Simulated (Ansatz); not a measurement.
Two isomers of C2H5BrOSi: A = `[SiH3]O/C=C\Br`, B = `Br[SiH]1CCO1`.

Isolated molecules relaxed with PBE0-D4/def2-TZVP in Ansatz; ΔE leaves out vibrations. CCSD(T)/CBS adds triple-zeta CCSD(T) − MP2 to the extrapolated MP2 energy (def2 sets, frozen cores). DFT in def2-TZVPP. B3LYP here is the variant with VWN-RPA as its local correlation; programs differ in this. For Br outer-core shells are correlated without core-valence functions, which leaves a few kJ/mol of doubt a bond. Scalar relativity is left out up to krypton. One conformer a species, not always the lowest.

A:

Z-matrix (Å, degrees):
```
Si
O 1 1.658
H 1 1.478 2 105.9
H 1 1.484 2 110.4 3 120.0
H 1 1.487 2 109.1 3 -120.0
C 2 1.343 1 125.6 3 161.4
C 6 1.326 2 123.9 1 163.1
H 6 1.090 2 117.1 1 -18.2
Br 7 1.870 6 123.2 2 -1.2
H 7 1.079 6 121.4 2 178.4
```

B:

Z-matrix (Å, degrees):
```
Si
C 1 1.864
C 1 2.258 2 42.7
Br 1 2.216 2 116.5 3 111.0
O 1 1.655 2 82.7 3 -2.4
H 1 1.480 2 122.3 3 -117.2
H 2 1.090 1 116.0 3 113.1
H 2 1.088 1 117.5 3 -114.2
H 3 1.092 1 127.1 2 -94.7
H 3 1.092 1 122.7 2 97.1
```

Problem. Which isomer does CCSD(T)/CBS put lower? Give the gap. (Estimate.)

Solution. The calculation gave: B, by 195.4 kJ/mol.

Problem. Give E(B) − E(A) in kJ/mol with CCSD(T)/def2-TZVPP, PBE-D4, MP2/def2-TZVPP, B3LYP, ωB97M-V, CCSD/def2-TZVPP, B2PLYP. (Best estimate.)

Solution. The calculation gave: CCSD(T)/def2-TZVPP -188.0, PBE-D4 -190.6, MP2/def2-TZVPP -199.4, B3LYP -172.5, ωB97M-V -199.3, CCSD/def2-TZVPP -189.7, B2PLYP -182.0. None reverses the order clearly.

Largest T1 diagnostic: 0.011.

From PBE to PBE0 (25 % exact exchange), in def2-TZVPP and without D4, E(B) − E(A) moves by −13.4 kJ/mol. In def2-TZVPP, CCSD(T) changes the Hartree–Fock value by −11.6 kJ/mol (the triples alone add +1.6 kJ/mol) and MP2 by −23.0 kJ/mol.
